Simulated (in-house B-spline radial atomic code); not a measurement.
A run on La- that did not converge. Method: scalar-relativistic (X2C) HSE06, spin-polarised, spherical fractional occupations, exact exchange averaged over the configuration, Fermi nucleus of rms radius 4.855 fm; computed with an all-electron radial atomic-structure program (B-spline basis).

Command:
```bash
python run_scf.py task.json out
```
Settings (nuclear radius in fm, mass in u):
```
Z                57
configuration    [Xe] 5d2 6s2
hamiltonian      x2c
method           hse06
spin_polarised   True
nucleus          fermi
rms_radius       4.855
atomic_mass      138.90636
speed_of_light   137.035999084
exact_exchange   averaged over the configuration
```

First and last ten iterations of the last attempt (damped for 15 steps, keeping 80 % of the old Fock matrix, then DIIS):
```
 iter        energy (Eh)    residual
    1       -8486.193984    4.89e-01
    2       -8487.872117    3.04e-01
    3       -8490.099069    1.97e-01
    4       -8491.187715    1.26e-01
    5       -8491.701108    7.97e-02
    6       -8491.934004    5.02e-02
    7       -8492.034794    3.16e-02
    8       -8492.075674    2.00e-02
    9       -8491.787272    2.59e-02
   10       -8492.058562    1.69e-02
  111       -8492.081163    1.01e-02
  112       -8492.094239    4.51e-03
  113       -8492.097804    1.64e-03
  114       -8491.761001    2.94e-02
  115       -8491.759492    2.95e-02
  116       -8491.759749    2.95e-02
  117       -8491.760004    2.95e-02
  118       -8491.761958    2.94e-02
  119       -8491.761684    2.94e-02
  120       -8491.431838    3.75e-02
 not converged after 120 iterations
```

The smallest residual met was 6.5e-04; the threshold is about 6e-07. No energy from this run should be used. Run time, properties included: 11 s on 1 thread of Intel(R) Xeon(R) 6975P-C, on a shared host.
